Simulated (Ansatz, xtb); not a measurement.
## H8InNO3Si: which of two structures lies lower

We compare I, a singlet given by its coordinates, with II, `[OH][InH2-][NH2+][SiH](O)O`, a singlet. Both are isolated molecules in the gas phase, relaxed with PBE0-D4/def2-SVP; the shapes shown needn't be the lowest conformers.

I (Å):

```xyz
14

In   -0.3929    1.6182    0.1406
N    -0.1535   -0.2355   -1.3419
O    -1.0613   -0.0654    1.2452
O    -1.1568    2.0101    2.6956
O    -3.0755    0.0782    3.1404
Si   -1.4858    0.3485    2.7477
H    -0.5004   -0.8792   -0.6217
H    -0.7596   -0.2962   -2.1576
H     0.7844   -0.5215   -1.6165
H    -1.7081    2.4656   -0.5879
H     1.2591    2.0147    0.4259
H    -0.7345   -0.2810    3.8612
H    -1.3652    2.5778    3.4424
H    -3.6978    0.2330    2.4227
```

Close contacts (Å): In1–N2 2.39, In1–O3 2.12, In1–O4 2.70, In1–Si6 3.10, O3–Si6 1.62, O4–Si6 1.69, O5–Si6 1.66, In1–H10 1.73, In1–H11 1.72, N2–H7 1.03, N2–H8 1.02, N2–H9 1.02, O4–H13 0.96, O5–H14 0.96, Si6–H12 1.48.

II (Å):

```xyz
14

In    0.3247    1.5470    0.5813
N    -1.5260    0.1739    0.0312
O     1.1070    1.4277   -1.3467
O    -0.0409   -0.6457   -2.2043
O    -2.4134   -1.7893   -1.7221
Si   -1.5537   -0.3776   -1.6898
H     1.0202    2.2296   -1.8721
H    -0.4331    3.0776    0.8468
H     1.1847    0.4757    1.6171
H    -2.3783    0.6833    0.2723
H    -1.4804   -0.6290    0.6631
H    -2.3125    0.7047   -2.3678
H     0.5637    0.1499   -1.9966
H    -1.9609   -2.5269   -2.1441
```

Task: Estimate E(II) − E(I) at the level CCSD(T)/def2-SVP + ΔMP2/def2-TZVPP.

Result: Calculated at CCSD(T)/def2-SVP + ΔMP2/def2-TZVPP: E(II) − E(I) = +15.4 kcal/mol, so structure I lies lower.

Level by level:

```tsv
level	geometry	E(II) − E(I) (kcal/mol)	departure from the last row (kcal/mol)	job, with rough time for the two
PBE0-D4/def2-SVP	PBE0-D4/def2-SVP	+11.6	−3.8	optimisation, 3.3 min
HF/def2-SVP	PBE0-D4/def2-SVP	+18.8	+3.4	part of the CCSD(T) run
MP2/def2-SVP	PBE0-D4/def2-SVP	+14.8	−0.6	part of the CCSD(T) run
CCSD(T)/def2-SVP	PBE0-D4/def2-SVP	+15.1	−0.3	single point
CCSD(T)/def2-SVP + ΔMP2/def2-TZVPP	PBE0-D4/def2-SVP	+15.4		single point, 3.5 min
```

None of the levels shown reverses the order. The largest departure from CCSD(T)/def2-SVP + ΔMP2/def2-TZVPP is that of PBE0-D4/def2-SVP, 3.8 kcal/mol. No reliable frequencies are at hand for II, so it isn't confirmed as a minimum. Levels run at GFN2-xTB geometries aren't shown. The last row adds to CCSD(T) the change of the MP2 difference between the two basis sets, here +0.3 kcal/mol.

The correlated steps freeze 13 core orbitals; the filled d shell of In is correlated, in a basis made for valence electrons. Atoms past krypton carry core potentials in the def2 sets and no spin–orbit term is included. Programs: Ansatz 0.2.0, xtb 6.7.1; the last row on 2 threads of Arm Neoverse V1 on a shared host.
